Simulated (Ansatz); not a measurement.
Ansatz (a program for electronic structure) input (MP2/6-31G* with LANL2DZ past Ar): The .json file joins the Basis Set Exchange's 6-31G* for atoms up to Ar and LANL2DZ past it.

Ansatz 0.2 input:
```yaml
crystal:
  periodic: [false, false, false]
  atoms:
    - {symbol: C, position_ang: [1.91104400, 0.13219500, 0.19550200]}
    - {symbol: Ge, position_ang: [0.02851600, 0.00178100, 0.00242500]}
    - {symbol: F, position_ang: [-0.71854800, 1.53360100, -0.24060400]}
    - {symbol: F, position_ang: [-0.48006100, -0.95976900, -1.33361100]}
    - {symbol: F, position_ang: [-0.72329200, -0.70541400, 1.38000600]}
    - {symbol: H, position_ang: [2.46992700, 0.88939100, -0.33602900]}
    - {symbol: H, position_ang: [2.44841600, -0.55529700, 0.83331500]}
basis:
  gaussian:
    orbitals: 6-31Gs+LANL2DZ.json
magnetization: {spin_polarized: true, initial_magnetization: 1}
correlation: {method: mp2, electrons: outside_noble_gas}
relax: {f_tol: 0.003, max_steps: 120}
```

From the output:

```
mean field -9280.94881617 eV, -341.0685781413 hartree, gradient 2.6e-6 eV, S^2 0.760797; 0 other end points of the search recorded, 0 dependent functions left out
4 core orbitals not correlated
reference -9280.94881617 eV, -341.0685781413 hartree; 16, 15 occupied and 52, 53 virtual orbitals, 757 factors
densities: 0.18 GiB planned
second order -18.68813486 eV of doubles, -0.00000000 eV of singles
the calculation of the forces begins
relax step   9: F+E_penalty+E_count = -9299.63695103 eV  Δ(F+E_penalty+E_count) = -2.853e-6 eV  max|allowed force component| = 1.024e-2 eV/Å  Δτ_max = 0.0082 Å  (30 SCF iters, accepted)
these checks for a lower state are left out or cut short: starts, cluster_reference, orbital_swaps, neighbouring_geometries, increment
integrals: 0.03 GiB planned
757 factors; integrals over basis functions are off by at most 3.6e-4 eV
mean field: 0.26 GiB planned
mean field -9280.94887163 eV, -341.0685801795 hartree, gradient 2.4e-6 eV, S^2 0.760796; 0 other end points of the search recorded, 0 dependent functions left out
4 core orbitals not correlated
reference -9280.94887163 eV, -341.0685801795 hartree; 16, 15 occupied and 52, 53 virtual orbitals, 757 factors
densities: 0.18 GiB planned
second order -18.68808163 eV of doubles, -0.00000000 eV of singles
the calculation of the forces begins
relax step  10: F+E_penalty+E_count = -9299.63695327 eV  Δ(F+E_penalty+E_count) = -2.231e-6 eV  max|allowed force component| = 3.712e-3 eV/Å  Δτ_max = 0.0068 Å  (30 SCF iters, accepted)
these checks for a lower state are left out or cut short: starts, cluster_reference, orbital_swaps, neighbouring_geometries, increment
integrals: 0.03 GiB planned
757 factors; integrals over basis functions are off by at most 3.6e-4 eV
mean field: 0.26 GiB planned
mean field evaluation 96: about -9280.8570 eV, gradient 3.1e-1 eV
mean field -9280.94892012 eV, -341.0685819612 hartree, gradient 1.7e-6 eV, S^2 0.760795; 0 other end points of the search recorded, 0 dependent functions left out
4 core orbitals not correlated
reference -9280.94892012 eV, -341.0685819612 hartree; 16, 15 occupied and 52, 53 virtual orbitals, 757 factors
densities: 0.18 GiB planned
second order -18.68803347 eV of doubles, -0.00000000 eV of singles
the calculation of the forces begins
relax step  11: F+E_penalty+E_count = -9299.63695359 eV  Δ(F+E_penalty+E_count) = -3.200e-7 eV  max|allowed force component| = 5.893e-4 eV/Å  Δτ_max = 0.0027 Å  (29 SCF iters, accepted)
these checks for a lower state are left out or cut short: cluster_reference
integrals: 0.03 GiB planned
757 factors; integrals over basis functions are off by at most 3.6e-4 eV
mean field: 0.26 GiB planned
mean field -9280.94892012 eV, -341.0685819612 hartree, gradient 1.7e-6 eV, S^2 0.760795; 1 other end points of the search recorded, 0 dependent functions left out
4 core orbitals not correlated
reference -9280.94892012 eV, -341.0685819612 hartree; 16, 15 occupied and 52, 53 virtual orbitals, 757 factors
densities: 0.18 GiB planned
second order -18.68803347 eV of doubles, -0.00000000 eV of singles
the calculation of the forces begins
Total energy: -9299.63695359 eV, -341.7553545239 hartree
Atom 0 at     1.886748     0.137134     0.202016 Å, force     0.000589    -0.000075     0.000006 eV/Å
Atom 1 at     0.008308    -0.002622    -0.002873 Å, force    -0.000038     0.000174    -0.000061 eV/Å
Atom 2 at    -0.689039     1.514853    -0.250279 Å, force     0.000019    -0.000101     0.000086 eV/Å
Atom 3 at    -0.465258    -0.963759    -1.308848 Å, force     0.000013    -0.000031     0.000095 eV/Å
Atom 4 at    -0.702484    -0.680435     1.370294 Å, force     0.000120     0.000091    -0.000193 eV/Å
Atom 5 at     2.453450     0.908326    -0.303018 Å, force    -0.000462    -0.000380     0.000279 eV/Å
Atom 6 at     2.444277    -0.577008     0.793712 Å, force    -0.000242     0.000322    -0.000212 eV/Å
Dipole moment:     0.657847     0.035718     0.053881 e Å
Checks for a lower state left out: cluster_reference
```

The geometry given is a B3LYP-D3(BJ)/def2-TZVP minimum.
